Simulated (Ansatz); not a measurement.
A structure relaxed at PBE0-D4/def2-TZVP, charge 0, multiplicity 1:

Cartesian coordinates in Å:
```
N 1.037 0.383 0.193
Si -0.520 -0.148 -0.159
Cl -1.309 -1.488 1.165
Cl -1.755 1.466 -0.171
Cl -0.487 -1.061 -1.974
H 1.834 -0.208 0.023
H 1.199 1.057 0.923
```

(1) Give its formula and SMILES.

(2) Point group (tolerance 0.08 Å, 0.16 Å for H)?

(3) Summarise the bond lengths by kind.

Results:

(1) Cl3H2NSi, `N[Si](Cl)(Cl)Cl`.

(2) Cs.

(3) 1 × N–Si 1.683 Å; 2 × H–N 1.007 Å; 3 × Cl–Si 2.031 to 2.043 Å.

Program: Ansatz 0.2.0.
